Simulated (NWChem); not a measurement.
## Extrapolating the UMP2 correlation energy of AlP

```xyz
2

Al     0.0000     0.0000     1.1825
P      0.0000     0.0000    -1.0249
```
Charge 0, spin multiplicity 3.

Program: NWChem. The geometry was optimised at UPBE0/def2-SVP, a minimum by its harmonic frequencies.

The correlated methods keep 10 core orbitals frozen. This spin state was chosen for the runs; another may lie lower. The structure started from a generated list of species. The unpaired electrons of the parent sit in orbitals of symmetry a1 and b2 (C2v labels of the run); other states weren't searched. No SCF solution was tested for a lower state. Open-shell Hartree-Fock references start from PBE0 orbitals.

Worked example. The UMP2 correlation energy is -163.14 mHa in cc-pVTZ and -175.19 mHa in cc-pVQZ. The form E(X) = E∞ + A/X³ turns the pair into an estimate of the basis-set limit.

E∞ = (4³·(-175.19) − 3³·(-163.14))/(4³ − 3³) = -184.0 mHa. The larger basis holds 95 % of that. This is a two-point estimate.
